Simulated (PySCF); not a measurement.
OSr, SMILES [O]=[Sr]. Atoms are numbered in the order given.

```xyz
2

Sr     0.0000     0.0000    -0.3371
O      0.0000     0.0000     1.6012
```

Geometry optimised at B3LYP-D3(BJ)/def2-TZVPD. The def2 effective core potentials stand for the cores of Sr; spin–orbit coupling is left out.

All values below come from ωB97X/def2-TZVPD (PySCF).

Isolated molecule, no solvent.

Computed frontier levels, gap, dipole moment and polarisability:
```
Item                                                                                                           Result
---------------------------------------------------------------------------------------------  ----------------------
highest occupied level                                                                                       -6.60 eV
lowest empty level                                                                                           -0.21 eV
orbital gap                                                                                                   6.39 eV
dipole moment                                                                                                 10.22 D
quadrupole, principal values (traceless, Buckingham form, about the centre of nuclear charge)  -16.00, 8.00, 8.00 D·Å
mean static polarisability                                                                       47.1 bohr³ (6.98 Å³)
polarisability, principal values                                                               30.6, 30.6, 80.2 bohr³
```
